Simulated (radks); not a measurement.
Task: These are the eigenvalues of the occupied orbitals of an atom or ion with whole-number occupations (hartree). Method: Dirac Kohn-Sham, BLYP, spin-unpolarised, spherical densities, point nucleus; computed with a radial shooting solver on a logarithmic mesh with Libxc functionals.

| orbital | eigenvalue |
|---|---|
| 1s1/2 | -1314.768 |
| 2s1/2 | -206.1505 |
| 2p1/2 | -193.9482 |
| 2p3/2 | -180.9965 |
| 3s1/2 | -42.84123 |
| 3p1/2 | -37.74456 |
| 3p3/2 | -35.26323 |
| 3d3/2 | -26.30516 |
| 3d5/2 | -25.77829 |
| 4s1/2 | -8.07156 |
| 4p1/2 | -6.24317 |
| 4p3/2 | -5.73592 |
| 4d3/2 | -2.76413 |
| 4d5/2 | -2.68005 |
| 5s1/2 | -0.97268 |
| 5p1/2 | -0.52865 |
| 5p3/2 | -0.46836 |
| 6s1/2 | -0.07407 |

Which element is it, and in what charge state? The configuration may be excited. Open shells, if any, fill j = l - 1/2 first.

Result: Z = 55, caesium, charge 0: Cs in [Xe] 6s1. The list shows which subshells hold electrons but not how many an open one holds; the 1s level, -1314.8 hartree, gives Z - s = 51.3 by -(Z - s)^2/2, which with screening and relativity narrows Z to a few neighbours, and the depths of the outer levels then fix element, charge and occupations together.
